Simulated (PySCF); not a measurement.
**Name the molecule from its bond curve**

A diatomic of charge 0 contains As. Its triplet curve at PBE0 in a double-zeta basis (no relativity, PySCF), in eV from the separated fragments:

```
R (Å)  E (eV)
2.214  -1.406
2.317  -1.746
2.420  -1.930
2.497  -1.994
2.574  -2.011
2.651  -1.991
2.754  -1.922
2.883  -1.791
3.037  -1.596
3.243  -1.310
```

The fit gives ωe = 217 cm⁻¹ and the rotational constant Bₑ = 0.07128 cm⁻¹.

Problem. Which atom is the partner?

Solution. The minimum lies at 2.567 Å, so the reduced mass is 16.8576 u Å² cm⁻¹/(Bₑ·Re²) = 35.89 u. With As at 74.92 u the partner weighs about 68.9 u: Ga. The molecule is GaAs.

Spin–orbit coupling is left out. The state is the lowest determinant that a PBE0 search found; another state may lie lower at other levels.
